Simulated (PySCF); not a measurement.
C₅H₆, charge +1, doublet, at a GFN2-xTB geometry (a state made from the parent by changing its charge; the spin is typed, not shown lowest); TPSS/STO-3G run with PySCF.

PySCF was given this input:
```python
from pyscf import gto, scf, dft

mol = gto.Mole()
mol.atom = '''
    C    -0.98790887    0.71868394   -0.17988334
    C     0.34059255    1.13588000   -0.13658648
    C     1.21963298   -0.02978501    0.09899907
    C     0.25863393   -1.15051388    0.18522641
    C    -1.03765990   -0.66921693    0.01546550
    H    -1.84043208    1.35716711   -0.33774019
    H     0.69208927    2.14820718   -0.25459189
    H     1.82671568    0.07629131    1.00725328
    H     1.95930614   -0.16875085   -0.69993736
    H     0.53700300   -2.17822320    0.35435878
    H    -1.93442621   -1.26498019    0.03133043
'''
mol.basis = 'sto-3g'
mol.charge = 1
mol.spin = 1
mol.verbose = 4
mol.symmetry = True
mol.build()

mf = dft.UKS(mol)
mf.xc = 'tpss'
mf.kernel()
mf.analyze()
```

It wrote (shortened):

```
PySCF version 2.14.0

[INPUT] verbose = 4
[INPUT] num. atoms = 11
[INPUT] num. electrons = 35
[INPUT] charge = 1
[INPUT] spin (= nelec alpha-beta = 2S) = 1
[INPUT] symmetry True subgroup None
[INPUT] Mole.unit = angstrom
[INPUT] Symbol           X                Y                Z      unit          X                Y                Z       unit  Magmom
[...]
nuclear repulsion = 157.058732432636
point group symmetry = C2v
symmetry origin: [-3.14954360e-09  4.19939130e-09  5.24923923e-10]
symmetry axis x: [ 0.0766518  -0.14166119 -0.98694306]
symmetry axis y: [-0.03547404 -0.98961607  0.13928974]
symmetry axis z: [ 0.99642666 -0.02433405  0.08088115]
num. orbitals of irrep A1 = 14
num. orbitals of irrep A2 = 2
num. orbitals of irrep B1 = 4
num. orbitals of irrep B2 = 11
number of shells = 21
number of NR pGTOs = 93
number of NR cGTOs = 31
basis = sto-3g
ecp = {}

******** <class 'pyscf.dft.uks_symm.SymAdaptedUKS'> ********
method = SymAdaptedUKS
initial guess = minao
damping factor = 0
level_shift factor = 0
DIIS = <class 'pyscf.scf.diis.CDIIS'>
diis_start_cycle = 1
diis_space = 8
diis_damp = 0
SCF conv_tol = 1e-09
SCF conv_tol_grad = None
SCF max_cycles = 50
direct_scf = True
direct_scf_tol = 1e-13
number electrons alpha = 18  beta = 17
XC library pyscf.dft.libxc version 7.1.2
    S. Lehtola, C. Steigemann, M. J. T. Oliveira, and M. A. L. Marques,  SoftwareX 7, 1–5 (2018)
XC functionals = tpss
    J. Tao, J. P. Perdew, V. N. Staroverov, and G. E. Scuseria,  Phys. Rev. Lett. 91, 146401 (2003)
    J. P. Perdew, J. Tao, V. N. Staroverov, and G. E. Scuseria,  J. Chem. Phys. 120, 6898 (2004)
    J. Tao, J. P. Perdew, V. N. Staroverov, and G. E. Scuseria,  Phys. Rev. Lett. 91, 146401 (2003)
    J. P. Perdew, J. Tao, V. N. Staroverov, and G. E. Scuseria,  J. Chem. Phys. 120, 6898 (2004)
radial grids:
    Treutler-Ahlrichs [JCP 102, 346 (1995); DOI:10.1063/1.469408] (M4) radial grids

becke partition: Becke, JCP 88, 2547 (1988); DOI:10.1063/1.454033
pruning grids: <function nwchem_prune>
grids dens level: 3
symmetrized grids: True
atomic radii adjust function: <function treutler_atomic_radii_adjust>
small_rho_cutoff = 0
Freeze 0 electrons in irreps []
    35 free electrons in irreps A1 A2 B1 B2
Set gradient conv threshold to 3.16228e-05
tot grids = 129440
init E= -192.409879775345

cycle= 1 E= -191.548934829652  delta_E= 0.861  |g|= 0.121  |ddm|= 3.13
cycle= 2 E= -191.543932963008  delta_E= 0.005  |g|= 0.156  |ddm|= 0.372
[...]
converged SCF energy = -191.560269353855  <S^2> = 0.7614705  2S+1 = 2.0114378
Total Energy =                        -191.560269353855148
[...]
beta  MO #6 (A1 #4), energy= -1.04508627568566 occ= 1
beta  MO #7 (A1 #5), energy= -0.891490514347161 occ= 1
beta  MO #8 (B2 #3), energy= -0.879024052405889 occ= 1
beta  MO #9 (A1 #6), energy= -0.736380404586497 occ= 1
beta  MO #10 (B2 #4), energy= -0.714273571891935 occ= 1
beta  MO #11 (A1 #7), energy= -0.7033012649567 occ= 1
beta  MO #12 (B1 #1), energy= -0.616454539669982 occ= 1
beta  MO #13 (B2 #5), energy= -0.57981871864237 occ= 1
beta  MO #14 (A1 #8), energy= -0.569595936210749 occ= 1
beta  MO #15 (A1 #9), energy= -0.562788214683294 occ= 1
beta  MO #16 (B2 #6), energy= -0.552707405347605 occ= 1
beta  MO #17 (B1 #2), energy= -0.488684654563637 occ= 1
beta  MO #18 (A2 #1), energy= -0.3792880359594 occ= 0
beta  MO #19 (B1 #3), energy= -0.229966547386544 occ= 0
beta  MO #20 (A2 #2), energy= -0.116589991557948 occ= 0
beta  MO #21 (B2 #7), energy= 0.091475504186274 occ= 0
beta  MO #22 (A1 #10), energy= 0.112879959835827 occ= 0
beta  MO #23 (A1 #11), energy= 0.123206941137439 occ= 0
beta  MO #24 (B2 #8), energy= 0.169389301219994 occ= 0
beta  MO #25 (A1 #12), energy= 0.188318241363762 occ= 0
beta  MO #26 (B1 #4), energy= 0.191031388660061 occ= 0
beta  MO #27 (B2 #9), energy= 0.228356548403766 occ= 0
beta  MO #28 (A1 #13), energy= 0.250521644579811 occ= 0
beta  MO #29 (B2 #10), energy= 0.322349707966023 occ= 0
beta  MO #30 (A1 #14), energy= 0.372401211384563 occ= 0
beta  MO #31 (B2 #11), energy= 0.467331509480568 occ= 0
 ** Mulliken pop alpha/beta on meta-lowdin orthogonal AOs **
 ** Mulliken pop       alpha | beta **
[...]
In total            18.00000 | 17.00000
 ** Mulliken atomic charges   ( Nelec_alpha | Nelec_beta ) **
charge of  0C =      0.04595  (     3.00925      2.94480 )
charge of  1C =      0.13070  (     3.17423      2.69507 )
charge of  2C =     -0.07969  (     3.01841      3.06128 )
charge of  3C =      0.13070  (     3.17423      2.69507 )
charge of  4C =      0.04595  (     3.00925      2.94480 )
charge of  5H =      0.11581  (     0.44049      0.44370 )
charge of  6H =      0.11710  (     0.43230      0.45060 )
charge of  7H =      0.13029  (     0.43453      0.43518 )
charge of  8H =      0.13029  (     0.43453      0.43518 )
charge of  9H =      0.11710  (     0.43230      0.45060 )
charge of  10H =      0.11581  (     0.44049      0.44370 )

WARN: System has nonzero charge 1; the dipole moment is origin-dependent.
Location of origin: [0. 0. 0.]

Dipole moment(X, Y, Z, Debye):  0.38775, -0.00947,  0.03147
```
